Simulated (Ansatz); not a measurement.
What each rung costs, and what it gives

Saddle point of SnSiH₇F, closed shell (SnSiH₆ ([SiH3][SnH3]) + HF → SnH₃F ([F][SnH3]) + SiH₄; bonds formed: Sn1–F7, Si2–H6; bonds broken: Sn1–Si2, H6–F7), PBE0-D4/def2-TZVP structure:

```tsv
atom	x (Å)	y (Å)	z (Å)
Sn1	-0.6414	0.9898	-0.8594
Si2	0.3688	-1.0593	1.0027
H3	-0.8244	0.8745	-2.5423
H4	-0.4115	2.5391	-0.2116
H5	-1.9792	0.2109	-0.1066
H6	1.1215	-0.0491	-0.2855
F7	1.5149	0.6721	-1.1638
H8	-0.2919	-0.3735	2.1466
H9	1.6545	-1.6414	1.4838
H10	-0.5115	-2.1628	0.5360
```

Barriers are electronic and count from the start structure reached by relaxing down the imaginary mode.

Program: Ansatz 0.2.0. Basis: as named in each row. Cores are frozen in the correlated methods. Filled d shells of the heavier atoms are correlated. Core potentials replace the inner electrons of the atoms past krypton. The def2 sets are not built for correlating such inner shells, so the correlated values are less sure here. B3LYP uses VWN-RPA correlation. Extrapolation: Hartree–Fock as exp(−7.88 √X), correlation as X^−2.97.

Times are rough, for one single point on 4 threads of a shared host (Arm Neoverse V2).

The estimate by CCSD(T) at an estimated basis limit (MP2 extrapolated from triple and quadruple zeta, plus CCSD(T) − MP2 in triple zeta) is 1.677 eV.

```
      method       basis  time (s)  barrier (eV)  method less estimate
       SPW92    def2-SVP   under 1         1.031                -0.647
      PBE-D4    def2-SVP   under 1         1.233                -0.445
       SPW92  def2-TZVPP   under 1         1.137                -0.540
     PBE0-D4    def2-SVP   under 1         1.535                -0.143
      PBE-D4  def2-TZVPP         1         1.320                -0.357
     BLYP-D4  def2-TZVPP         2         1.385                -0.292
    BHLYP-D4  def2-TZVPP         2         1.815                 0.138
    B3LYP-D4  def2-TZVPP         2         1.574                -0.103
     PBE0-D4  def2-TZVPP         2         1.567                -0.111
CAM-B3LYP-D4  def2-TZVPP         2         1.618                -0.059
   r2SCAN-D4  def2-TZVPP         3         1.419                -0.259
     CCSD(T)    def2-SVP         3         1.820                 0.142
  r2SCAN0-D4  def2-TZVPP         3         1.624                -0.053
      B2PLYP  def2-TZVPP         4         1.656                -0.022
    PBE-QIDH  def2-TZVPP         4         1.732                 0.055
  RPA on PBE  def2-TZVPP         4         1.687                 0.010
     wB97M-V    def2-SVP         4         1.574                -0.103
     wB97X-V  def2-TZVPP         6         1.638                -0.039
     wB97M-V  def2-TZVPP         6         1.622                -0.055
      B97M-V  def2-TZVPP         7         1.483                -0.195
         MP2  def2-QZVPP        13         1.704                 0.027
     CCSD(T)  def2-TZVPP        87         1.764                 0.087
```

All methods are single points on the PBE0-D4 structures.

No T1 diagnostic of these runs exceeds 0.016.

Steps of this kind, hydrogen fluoride cutting a network bond, underlie vapour etching and the fluorination step of atomic layer etching.

Labels in which every atom is bracketed show which atoms are joined, not bond orders.
